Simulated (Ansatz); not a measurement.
Input for Ansatz (a first-principles code): R-CCSD(T)/cc-pV(Q+d)Z on CH5Al (SMILES [CH3][AlH2]), a point of a torsion scan. Files ending in .json are basis or fitting sets from the Basis Set Exchange.

Ansatz 0.2 input:
```yaml
crystal:
  periodic: [false, false, false]
  atoms:
    - {symbol: C, position_ang: [-0.91374359, -0.07127823, -0.00607038]}
    - {symbol: Al, position_ang: [1.06953104, -0.00290019, -0.00445424]}
    - {symbol: H, position_ang: [-1.36710036, 0.49678355, -0.82810813]}
    - {symbol: H, position_ang: [-1.29832111, -1.09501988, -0.10028764]}
    - {symbol: H, position_ang: [-1.33774909, 0.33989392, 0.91932602]}
    - {symbol: H, position_ang: [1.89262571, 0.93484858, 0.91695796]}
    - {symbol: H, position_ang: [1.96797592, -0.88372043, -0.91105794]}
basis:
  gaussian:
    orbitals: cc-pV_Q+d_Z.json
magnetization: {spin_polarized: false}
correlation: {method: ccsd_t, electrons: outside_noble_gas}
scf: {lower_state_search: off}
```

What total energy does the run end on?

-283.0386 hartree (reference determinant -282.7118, T1 diagnostic 0.009).

How many basis functions does it have, and what does it roughly cost on one machine?

269 functions; around 11 core-minutes (rough).
